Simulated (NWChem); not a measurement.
Molecule: GeN2H6O; SMILES [NH2][GeH]([NH2])[OH]

```xyz
10

Ge    -0.0575     0.0106     0.2196
N     -0.2198     1.7128    -0.3967
N      1.5685    -0.5487    -0.3516
O     -1.1228    -1.2214    -0.5125
H     -0.3678     0.0713     1.7342
H     -1.0135     2.2508    -0.0638
H     -0.1235     1.8210    -1.4024
H      2.3661    -0.0125    -0.0266
H      1.7472    -1.5432    -0.2563
H     -1.9815    -1.2664    -0.0808
```
Atoms are numbered in this order, from 1.

Results from NWChem. All runs use the structure optimised with PBE0/def2-SVP. B3LYP is NWChem's, with the RPA form of VWN correlation. Vzz is the largest principal value of the second derivative of the potential at the nucleus (NWChem prints the opposite sign); η is the asymmetry. Non-relativistic.

```
level                  Vzz Ge1 (a.u.)  η Ge1  Vzz N2 (a.u.)  η N2  Vzz N3 (a.u.)  η N3  Vzz O4 (a.u.)  η O4
---------------------  --------------  -----  -------------  ----  -------------  ----  -------------  ----
B3LYP/def2-SVP                    [?]    [?]         -0.900  0.25            [?]  0.21            [?]  0.80
B3LYP/def2-TZVP                 0.738   0.66         -0.865  0.24         -0.886  0.20          1.408  0.83
Hartree-Fock/def2-SVP           0.767   0.66         -0.939  0.29         -0.951  0.26          1.516  0.78
Hartree-Fock/cc-pVTZ            0.788   0.64         -0.895  0.27         -0.905  0.23          1.457  0.79
```

Q: Some entries are withheld; supply them.

A: 
- B3LYP/def2-SVP, Vzz Ge1 (a.u.): 0.620
- B3LYP/def2-SVP, η Ge1: 0.73
- B3LYP/def2-SVP, Vzz N3 (a.u.): -0.924
- B3LYP/def2-SVP, Vzz O4 (a.u.): 1.440
